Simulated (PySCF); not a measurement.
Species: CH₈ClO₂Si₃ (doublet state).
Atom-mapped SMILES: `[CH3:1][Si@H:2]([O:3][SiH2:4])[O:5][SiH2:6][Cl:7]` (hydrogens: H8, H9, H10 on C1; H11 on Si2; H12, H13 on Si4; H14, H15 on Si6)

Structure used (GFN2-xTB), in Å, numbered top down from 1:
```
atom  x, y, z in Å
C1     1.002    1.664   -1.053
Si2    0.290    0.903    0.525
O3     1.100   -0.417    0.965
Si4    1.558   -1.986    0.917
O5    -1.263    0.505    0.209
Si6   -2.487   -0.520    0.033
Cl7   -1.827   -2.283   -0.654
H8     0.473    2.574   -1.317
H9     2.050    1.916   -0.925
H10    0.924    0.982   -1.896
H11    0.243    1.744    1.710
H12    2.869   -1.963    1.550
H13    1.502   -2.471   -0.454
H14   -3.095   -0.736    1.339
H15   -3.344    0.096   -0.970
```

The hyperfine couplings belong to this conformer and change with its torsions.

Computed with UKS B3LYP, pcH-1 on C Cl H O Si, non-relativistic, mean-field spin-orbit, GIAO (PySCF 2.14.0). The structure is a single GFN2-xTB conformer in the gas phase; no vibrational or solvent corrections. A GFN2-xTB geometry isn't a minimum of the functional, and hyperfine couplings can be far from their values at a DFT geometry, by a factor of two or more for some ions and for spin on atoms past the first row. No stability test was run, so a lower SCF solution isn't excluded.

Mulliken spin populations: C1 +0.004, Si2 +0.001, O3 +0.049, Si4 +0.869, O5 0.000, Si6 -0.001, Cl7 +0.001, H8 0.000, H9 0.000, H10 0.000, H11 -0.001, H12 +0.038, H13 +0.039, H14 0.000, H15 0.000.

Question: Give the computed dipolar 1H tensors of H8, H9, H10, H11, H14, H15.

Answer: 
```tsv
atom	position	distance from Si4 (Å)	T1 (MHz)	T2	T3
H8	4 bonds from Si4	5.19	-0.67	-0.45	1.12
H9	4 bonds from Si4	4.34	-0.91	-0.63	1.54
H10	4 bonds from Si4	4.14	-1.01	-0.61	1.63
H11	3 bonds from Si4	4.03	-1.35	-1.07	2.42
H14	5 bonds from Si4	4.84	-0.78	-0.75	1.53
H15	5 bonds from Si4	5.65	-0.45	-0.41	0.86
```

Question: Estimate them with point dipoles: put each population ρk at its nucleus, leave out the nucleus itself and the atom bound to it, and sum T = Σ [ρk/(2S)]·C·(3 n nᵀ − 1)/r³ with C = μ0 gₑ μB g_N μN/(4π h) = 79.06 MHz Å³.

Answer: 
| atom | T1 (MHz) | T2 | T3 | T3, computed | difference in T3 (%) |
| --- | --- | --- | --- | --- | --- |
| H8 | -0.60 | -0.59 | 1.19 | 1.12 | +6 |
| H9 | -1.02 | -0.98 | 2.01 | 1.54 | +30 |
| H10 | -1.18 | -1.09 | 2.27 | 1.63 | +40 |
| H11 | -1.38 | -1.34 | 2.71 | 2.42 | +12 |
| H14 | -0.69 | -0.68 | 1.37 | 1.53 | -11 |
| H15 | -0.45 | -0.43 | 0.88 | 0.86 | +2 |

In T3 the estimate is closest for H15 (+2 %, 5.65 Å from Si4) and worst for H10 (+40 %, 4.14 Å).

Question: If all the spin sat on Si4, T∥ = 2C/r³. What distance does the computed T3 of H14 then imply?

Answer: r = (2 × 79.06/1.53)^(1/3) = 4.69 Å, against 4.84 Å in the structure.

On one thread, Arm Neoverse V2 (aarch64), no GPU (shared host), this took 1.8 min of wall time (grids of density and orbitals included) and 1.1 GiB of memory at its peak.
